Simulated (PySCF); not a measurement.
C₁₁H₁₀OS, SMILES c1(-c2c(cccc2)OC)sccc1, singlet (GFN2-xTB optimised geometry):

```
23

C     -3.269    -0.656    -0.004
O     -1.868    -0.566     0.000
C     -1.270     0.656     0.000
C     -1.967     1.857     0.000
C     -1.289     3.063     0.000
C      0.094     3.080     0.000
C      0.794     1.890     0.000
C      0.142     0.656     0.000
C      0.894    -0.581     0.000
C      2.258    -0.737    -0.002
C      2.673    -2.080    -0.002
C      1.626    -2.947    -0.001
S      0.114    -2.135     0.001
H     -3.492    -1.722    -0.005
H     -3.705    -0.196     0.889
H     -3.699    -0.196    -0.900
H     -3.046     1.860     0.000
H     -1.848     3.987     0.000
H      0.627     4.018     0.000
H      1.872     1.915     0.000
H      2.955     0.081    -0.003
H      3.705    -2.384    -0.004
H      1.653    -4.018    -0.001
```

Method: PBE0/def2-SVP (PySCF).

### Question
What are the frontier orbital energies and the dipole moment?

### Answer
HOMO-2 -6.96 eV, HOMO-1 -6.81 eV, HOMO -5.78 eV, LUMO -0.95 eV, LUMO+1 0.21 eV; dipole moment 1.77 D.

Meta-Löwdin charges at PBE0/def2-SVP: C1 -0.09, O2 -0.33, C3 0.20, C4 -0.17, C5 -0.10, C6 -0.12, C7 -0.10, C8 -0.02, C9 -0.11, C10 -0.15, C11 -0.14, C12 -0.25, S13 0.28, H14 0.12, H15 0.10, H16 0.10, H17 0.11, H18 0.11, H19 0.11, H20 0.11, H21 0.11, H22 0.11, H23 0.13.
